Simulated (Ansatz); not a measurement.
A structure relaxed at B3LYP-D4/def2-SVPD in Ansatz, charge -1, singlet:

Cartesian coordinates in Å:
```
B 0.940 1.070 -1.559
B 1.126 1.746 0.588
B -0.024 0.353 2.046
B -0.909 -1.534 -1.131
B -1.145 -1.452 1.113
N -0.785 -0.725 2.188
N -1.445 -2.097 0.010
N 0.418 0.171 -2.307
N 1.453 1.985 -0.660
N -0.367 -0.935 -2.125
N 0.738 1.419 1.836
```

Task: Give its formula and point group.

Result: B₅N₆⁻ (the lowest singlet isomer of a short search). Point group C2v (tolerance 0.1 Å).

Task: Summarise the bond lengths by kind (pairs closer than 1.2 times the sum of covalent radii, bridged metal pairs left out).

Result: 10 × B–N 1.28 to 1.38 Å; 1 × N–N 1.37 Å.

The structure comes from a short search, and lower isomers may exist.
